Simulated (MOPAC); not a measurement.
Job for MOPAC: PM7 on H2OSn (SMILES [OH][SnH]), a point of a torsion scan.

```
PM7 1SCF PRECISE CHARGE=0 THREADS=1
H2OSn

O     -1.05282930 1     0.15843974 1     0.27099555 1
Sn     0.77163901 1     0.89520097 1    -0.14272231 1
H     -1.60108827 1    -0.47642157 1    -0.18505391 1
H      1.53024727 1    -0.59969240 1    -1.06563418 1
```

The log:

```
*******************************************************************************
 **                                                                           **
 **                              MOPAC v23.2.5                                **
 **                                                                           **
 *******************************************************************************
 ** MOPAC's Digital Object Identifier: https://doi.org/10.5281/zenodo.6511958 **
 **                                                                           **
 ** Please cite the open-source release paper for use of this MOPAC version:  **
 ** J. E. Moussa and J. J. P. Stewart (2026)                                  **
 ** MOPAC: An open-source semiempirical molecular orbital program             **
 ** J. Open Source Softw., 11(119), 8025, https://doi.org/10.21105/joss.08025 **
 *******************************************************************************

                              PM7 CALCULATION RESULTS

 *******************************************************************************
 *  PM7        - The PM7 Hamiltonian to be used
 *
 *
 *
 *                 CHARGE ON SYSTEM = 0
 *
 *
 *
 *  PRECISE    - TIGHTER CRITERIA TO BE USED
 *  1SCF       - DO 1 SCF AND THEN STOP
 *  THREADS=1  - MULTI-THREADING NOT USED
 *  T=         - A TIME OF 172800.0 SECONDS REQUESTED
 *  DUMP=N     - RESTART FILE WRITTEN EVERY 7200.0 SECONDS REQUESTED
 *******************************************************************************
PM7 1SCF PRECISE CHARGE=0 THREADS=1
 H2OSn

   ATOM   CHEMICAL          X               Y               Z
  NUMBER   SYMBOL      (ANGSTROMS)     (ANGSTROMS)     (ANGSTROMS)

     1       O         -1.05282930  *   0.15843974  *   0.27099555  *
     2      Sn          0.77163901  *   0.89520097  *  -0.14272231  *
     3       H         -1.60108827  *  -0.47642157  *  -0.18505391  *
     4       H          1.53024727  *  -0.59969240  *  -1.06563418  *



          CARTESIAN COORDINATES

    NO.       ATOM           X           Y           Z

     1         O         -1.0528      0.1584      0.2710
     2        Sn          0.7716      0.8952     -0.1427
     3         H         -1.6011     -0.4764     -0.1851
     4         H          1.5302     -0.5997     -1.0656

 General Reference for PM7:
 "Optimization of Parameters for Semiempirical Methods VI: More Modifications to the
 NDDO Approximations and Re-optimization of Parameters", J. J. P. Stewart, J. Mol. Mod., 1:32, 19 (2013)
 https://link.springer.com/article/10.1007/s00894-012-1667-x

           Empirical Formula: H2 O Sn  =     4 atoms



      MOLECULAR POINT GROUP   :   C1


      RHF CALCULATION, NO. OF DOUBLY OCCUPIED LEVELS = 6


 -------------------------------------------------------------------------------
 PM7 1SCF PRECISE CHARGE=0 THREADS=1
 H2OSn



     1SCF WAS SPECIFIED, SO BFGS WAS NOT USED
     SCF FIELD WAS ACHIEVED


                              PM7 CALCULATION
                                                       MOPAC v23.2.5 Linux




          FINAL HEAT OF FORMATION =         -6.70170 KCAL/MOL =     -28.03990 KJ/MOL


          COSMO AREA              =         93.89 SQUARE ANGSTROMS
          COSMO VOLUME            =         81.05 CUBIC ANGSTROMS

          IONIZATION POTENTIAL    =          9.047197 EV
          HOMO LUMO ENERGIES (EV) =         -9.047  2.286
          NO. OF FILLED LEVELS    =          6
          MOLECULAR WEIGHT        =        136.7052         POINT GROUP:  C1

          MOLECULAR DIMENSIONS (Angstroms)

            Atom       Atom       Distance
            H     4    H     3     3.25513
            H     3   Sn     2     1.60891
            O     1    H     3     0.25602


          SCF CALCULATIONS        =          1





   ATOM   CHEMICAL          X               Y               Z
  NUMBER   SYMBOL      (ANGSTROMS)     (ANGSTROMS)     (ANGSTROMS)

     1       O         -1.05282930  *   0.15843974  *   0.27099555  *
     2      Sn          0.77163901  *   0.89520097  *  -0.14272231  *
     3       H         -1.60108827  *  -0.47642157  *  -0.18505391  *
     4       H          1.53024727  *  -0.59969240  *  -1.06563418  *

                             CARTESIAN COORDINATES

   1    O       -1.052829300     0.158439740     0.270995550
   2   Sn        0.771639010     0.895200970    -0.142722310
   3    H       -1.601088270    -0.476421570    -0.185053910
   4    H        1.530247270    -0.599692400    -1.065634180


           Empirical Formula: H2 O Sn  =     4 atoms



      MOLECULAR POINT GROUP   :   C1


                  EIGENVALUES
 -26.00764 -15.95034 -12.66071 -11.56666 -11.08925  -9.04720   2.28554   3.10118
   3.52060   7.06534


              NET ATOMIC CHARGES AND DIPOLE CONTRIBUTIONS

  ATOM NO.   TYPE          CHARGE      No. of ELECS.   s-Pop       p-Pop
    1          O          -1.008852        7.0089     1.77621     5.23264
    2         Sn           0.753564        3.2464     1.72080     1.52564
    3          H           0.379887        0.6201     0.62011
    4          H          -0.124599        1.1246     1.12460
 DIPOLE           X         Y         Z       TOTAL
 POINT-CHG.     4.057     1.962    -1.530     4.759
 HYBRID        -2.986    -3.744    -0.370     4.803
 SUM            1.071    -1.782    -1.899     2.816


          ATOMIC ORBITAL ELECTRON POPULATIONS

     Atom    s        px        py        pz
    1  O   1.77621   1.68034   1.74400   1.80831
    2 Sn   1.72080   0.40131   0.90070   0.22363
    3  H   0.62011
    4  H   1.12460

 **********************
 *                    *
 * JOB ENDED NORMALLY *
 *                    *
 **********************




 == MOPAC DONE ==
```

The run finished.

Cost: very roughly 0.010 core-seconds.
